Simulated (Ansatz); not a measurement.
Relaxed structures of CH3InO, singlet (PBE0-D4/def2-TZVP; forces vanish, vibrations not checked; lower isomers may exist, and structures with a doubtful reference or unclear bonds are left out; Å). Program: Ansatz 0.2.0. Basis: def2-TZVPP. Cores are frozen in the correlated methods. Filled d shells of the heavier atoms are correlated. Core potentials replace the inner electrons of the atoms past krypton. The def2 sets are not built for correlating such inner shells, so the correlated values are less sure here.

(1) Rank them by CCSD(T) energy, lowest first, and give each one's height above the lowest. Links in brackets join atoms within 1.22 times the sum of their covalent radii (1.1 for two metals). (Judge from chemistry; the value comes from the calculation.)
A.
CH₃InO ([O][CH][InH2])
```
6
angstrom
O -1.3286 -1.4584 0.2755
C -0.2006 -1.1734 -0.0383
In 0.2825 0.9876 -0.0016
H 0.5046 -1.9943 -0.3187
H -0.0575 1.9395 -1.3980
H 0.7997 1.6989 1.4811
```
B.
CH₃InO ([OH][C][InH2])
```
6
angstrom
O 0.2286 -1.8328 -0.2220
C -0.4956 -0.8104 0.0797
In 0.1871 1.2314 0.0480
H -0.2945 -2.6516 -0.1352
H -0.2857 2.2056 -1.2974
H 0.5667 1.9664 1.5639
```
C.
CH₃InO ([OH][CH][InH])
```
6
angstrom
O -1.6464 -1.3874 0.3923
C -0.4998 -1.0194 -0.1904
In 0.2717 0.9864 -0.1102
H 0.2956 -1.7687 -0.0408
H 0.3110 2.0518 -1.5069
H -1.5522 -2.1981 0.9066
```

The T1 diagnostic stays at or below 0.027. The T1 diagnostic is large here, which may signal multireference character or strong orbital relaxation, so CCSD(T) is less sure. The restricted Hartree–Fock reference is unstable towards an unrestricted one at one or more of these structures. A large double-excitation amplitude points to some diradical character; no triplet was computed.

Results:

(1) By the calculation: A (0.0 kJ/mol), C (94.6 kJ/mol), B (216.5 kJ/mol). Heights count from the lowest.

For scale, one of the runs: CCSD(T)/def2-TZVPP, 154 basis functions, launched by `ansatz run in.yaml --threads 2 --pin off --events-out ev --progress --plain --max-ram 4352MiB`. Time: 61 s of wall clock on 2 CPU threads of an Intel Xeon; the host was shared. Peak host memory: 1.2 GiB.
